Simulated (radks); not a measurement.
Values are calculated unless marked as measured or tabulated.
Q: The magnesium ion Mg5+, [He] 2s2 2p3. Level of theory: non-relativistic Kohn-Sham, r2SCAN, spin-polarised, spherical densities, point nucleus; meta-GGA in the generalised Kohn-Sham scheme (a radial shooting solver on a logarithmic mesh with Libxc functionals). Every spin shell is full or empty, so the densities are truly spherical. Functionals are evaluated on that one density, not self-consistently. Rank these orbital-free kinetic functionals by their error against the exact value of the orbitals, and give that value: Thomas-Fermi, von Weizsacker, TF + vW, TF + vW/9, TF + vW/5, LC94, APBEK, Thakkar, LKT, Ernzerhof.

A: Exact: 186.865 hartree. From best to worst, with 100 (|E| - |E exact|)/|E exact| (equal figures are ties): Thakkar +0.11, LC94 +0.15, TF + vW/9 -0.22, APBEK +0.22, Ernzerhof +1.10, TF + vW/5 +6.34, Thomas-Fermi -8.41, von Weizsacker -26.27, LKT +40.21, TF + vW +65.33.
